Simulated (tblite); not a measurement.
Compound: C4H3N3 (charge -1 and doublet state).
SMILES: `[N-]=[C]c1ncc[nH]1`

All values are computed: GFN2-xTB (tblite) harmonic vibrations without scaling, gas phase. Errors from tens to a few hundred cm⁻¹ against measured bands are possible. Open shells enter through the occupations alone, without spin polarisation, and single modes of such species can be off by tens of per cent.

Harmonic wavenumbers (cm⁻¹): 154.3, 170.1, 341.4, 431.6, 517.1, 543.0, 557.2, 585.3, 639.3, 824.7, 865.0, 893.3, 1054.9, 1105.8, 1128.3, 1232.3, 1237.8, 1347.5, 1424.6, 1499.4, 2232.4, 3035.7, 3079.5, 3265.2.

A = 8959, B = 2072, C = 1687 MHz; mass 93.033 u (most abundant isotopes); point group C1, symmetry number 1; spin multiplicity 2.

What is the zero-point energy?

Half the sum of the wavenumbers: 14083 cm⁻¹ = 168.46 kJ/mol.

Entropy at 298.15 K, 1 bar (ideal gas, RRHO, classical rotation)?

Translation 165.39, rotation 111.85, vibration 43.87, spin (R ln 2) 5.76: S = 326.9 J/(mol K).

And Cp and H(298.15 K) − H(0)?

Cp = 97.97 J/(mol K), of which vibrations give 64.72 (their classical limit is 24 R = 199.5); H(298.15 K) − H(0) = 18.08 kJ/mol without the zero-point energy, 8.16 from vibrations.

How do the functions run with temperature in this model?

```tsv
T (K)	S (J/(mol K))	Cp (J/(mol K))	H − H(0) (kJ/mol)	G − H(0) (kJ/mol)	ln q(vib)
50	224.5	36.8	1.70	-9.53	0.02
100	253.2	47.0	3.80	-21.52	0.22
373.15	350.8	115.5	26.10	-104.80	2.84
500	388.1	139.3	42.33	-151.70	4.39
750	450.9	169.7	81.31	-256.84	7.46
1000	502.4	187.8	126.17	-376.19	10.37
```

q(vib) and H(0) count from the zero-point level.

What must be added to the electronic energy to get the Gibbs energy at 298.15 K and 1 bar?

ZPE + [H(298.15 K) − H(0)] − T·S = 168.46 + 18.08 − 97.46 = 89.08 kJ/mol.

Which modes carry the vibrational entropy at 298.15 K?

154.3 cm⁻¹: 10.96; 170.1 cm⁻¹: 10.19; 341.4 cm⁻¹: 5.04; 431.6 cm⁻¹: 3.57; 517.1 cm⁻¹: 2.58; 543.0 cm⁻¹: 2.34 J/(mol K); the other 18 give 9.19 together.

Hindered rotation and anharmonicity are outside this model. The structure is chiral; the term R ln 2 for an equal mix with its mirror image is left out.
